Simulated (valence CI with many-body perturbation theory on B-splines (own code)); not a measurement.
Results of a calculation; reference values are marked as such.
**From CI to CI+MBPT in Ga18+**

Method: configuration interaction combined with many-body perturbation theory (CI+MBPT): three valence electrons over a frozen Dirac-Fock core [Ne], radial functions for each j: 11 s, 11 p, 9 d, 7 f, 5 g, 2 h, 1 i, with the one-electron correlation potential Σ1 (screened to all orders), the two-electron term Σ2, the three-electron term Σ3, Breit, model QED; selected single and double excitations, second order for the rest (own B-spline code, finite nucleus).

No measured levels were compared; by estimate levels of excited configurations hold to 0.05 to 0.15 % of their energy, terms of the ground configuration to about 0.5 %.

Each rung adds one term. CI alone is the Dirac-Coulomb CI over the frozen core; QED comes last and gives the full result, which names the levels. Energies are above 3s2 3p 2P°_1/2 on the same rung, in eV.

Names give the largest LS component (configuration and term), which can be under half, so a name can repeat, a term be missing and a line seem to break the LS rules; names also repeat where a configuration has a term twice.

```
           Level  CI alone
  3s2 3p 2P°_3/2      5.87
   3s 3p2 4P_1/2     38.92
   3s 3p2 4P_3/2     41.64
   3s 3p2 4P_5/2     44.33
   3s 3p2 2D_3/2     53.00
   3s 3p2 2D_5/2     54.22
   3s 3p2 2S_1/2     62.74
   3s 3p2 2P_1/2     68.72
   3s 3p2 2P_3/2     70.30
   3s2 3d 2D_3/2     80.81
   3s2 3d 2D_5/2     81.60
     3p3 2D°_3/2     99.56
     3p3 2D°_5/2    101.59
     3p3 4S°_3/2    102.95
3s 3p 3d 4F°_3/2    109.29
3s 3p 3d 4F°_5/2    110.57
```

Question: What do these energies become with core correlation, Breit and QED?

Answer: 3s2 3p 2P°_3/2 5.78 (-0.092); 3s 3p2 4P_1/2 38.90 (-0.018); 3s 3p2 4P_3/2 41.59 (-0.059); 3s 3p2 4P_5/2 44.20 (-0.127); 3s 3p2 2D_3/2 52.77 (-0.228); 3s 3p2 2D_5/2 53.97 (-0.258); 3s 3p2 2S_1/2 62.17 (-0.566); 3s 3p2 2P_1/2 68.04 (-0.682); 3s 3p2 2P_3/2 69.46 (-0.843); 3s2 3d 2D_3/2 80.00 (-0.811); 3s2 3d 2D_5/2 80.75 (-0.851); 3p3 2D°_3/2 99.10 (-0.459); 3p3 2D°_5/2 101.15 (-0.438); 3p3 4S°_3/2 102.21 (-0.742); 3s 3p 3d 4F°_3/2 108.88 (-0.409); 3s 3p 3d 4F°_5/2 110.11 (-0.454).

Question: How does the ionisation energy move along the ladder, and which term matters most?

Answer: CI alone 681.68, + Σ1 682.47, + Σ2 682.28, + Σ3 682.23, + Breit 681.87, + QED 681.90 eV. The largest step is Σ1, 0.80 eV. NIST lists 677 ± 3 eV (semi-empirical).
